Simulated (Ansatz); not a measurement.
A structure relaxed at PBE0-D4/def2-TZVP, charge 0, multiplicity 1:

```xyz
12

N     0.306    0.423    2.274
Si   -0.428    0.471    0.717
C     0.620   -0.403   -0.543
Al   -0.255   -0.708   -2.256
H     1.247    0.765    2.391
H    -0.251    0.633    3.087
H    -0.698    1.848    0.192
H    -1.757   -0.185    0.876
H     1.522    0.200   -0.708
H     0.917   -1.368   -0.116
H    -0.140    0.365   -3.422
H    -1.083   -2.042   -2.491
```

(1) Give its formula and SMILES.

(2) Summarise the bond lengths by kind.

## Answers

(1) CH8AlNSi, `N[SiH2][CH2][AlH2]`.

(2) 1 × N–Si 1.722 Å; 2 × H–N 1.008 Å; 1 × C–Si 1.858 Å; 2 × H–Si 1.491 to 1.498 Å; 1 × Al–C 1.947 Å; 2 × C–H 1.096 to 1.097 Å; 2 × Al–H 1.588 Å.

Results of the Gaussian-basis code of Ansatz.
